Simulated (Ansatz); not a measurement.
Sn₅H₂. Total charge 0; singlet. Geometry PBE-D4/def2-SVP.

Cartesian coordinates in Å:
```
Sn -0.324 -1.991 -0.322
Sn 0.673 0.846 0.653
Sn -0.345 0.664 -2.117
Sn -2.425 0.245 -0.262
Sn 2.271 -0.510 -1.343
H 0.068 1.645 2.072
H 0.082 -0.899 1.318
```

In the def2 sets Sn takes a core potential; there is no spin–orbit coupling. HSE06 is defined as in plane-wave codes, on full-range PBE exchange. The restricted singlet is unstable towards broken spin symmetry in Hartree–Fock (as tested in another run); at r2SCAN-D4/def2-TZVP, PBE0-D4/def2-SVP, PBE0-D4/def2-TZVP, r2SCAN0-D4/def2-TZVP and others this wasn't settled. Another isomer (singlet) lies 0.15 eV lower at PBE0-D4/def2-TZVP; other spin states weren't run for this one.

(1) Estimate the orbital energies around the gap (eV) in Ansatz with r2SCAN-D4/def2-TZVP, PBE0-D4/def2-SVP, PBE0-D4/def2-TZVP, r2SCAN0-D4/def2-TZVP, HSE06-D4/def2-TZVP.

Answers

(1) 
```csv
orbital,r2SCAN-D4/def2-TZVP,PBE0-D4/def2-SVP,PBE0-D4/def2-TZVP,r2SCAN0-D4/def2-TZVP,HSE06-D4/def2-TZVP
HOMO−9,-11.66,-12.71,-12.63,-12.93,-12.21
HOMO−8,-11.46,-12.50,-12.42,-12.72,-12.00
HOMO−7,-10.95,-11.95,-11.88,-12.16,-11.46
HOMO−6,-9.23,-10.01,-9.98,-10.19,-9.58
HOMO−5,-7.98,-8.72,-8.67,-8.90,-8.29
HOMO−4,-6.96,-7.60,-7.56,-7.76,-7.19
HOMO−3,-5.64,-6.16,-6.13,-6.30,-5.78
HOMO−2,-5.44,-5.96,-5.93,-6.08,-5.58
HOMO−1,-5.22,-5.73,-5.71,-5.86,-5.35
HOMO,-5.07,-5.61,-5.59,-5.73,-5.24
LUMO,-3.18,-2.68,-2.66,-2.69,-3.00
LUMO+1,-2.77,-2.17,-2.19,-2.16,-2.55
LUMO+2,-2.60,-2.07,-2.07,-2.07,-2.42
LUMO+3,-1.66,-1.11,-1.13,-1.06,-1.49
LUMO+4,-1.39,-0.92,-1.01,-0.88,-1.35
LUMO+5,-1.31,-0.79,-0.85,-0.78,-1.20
```
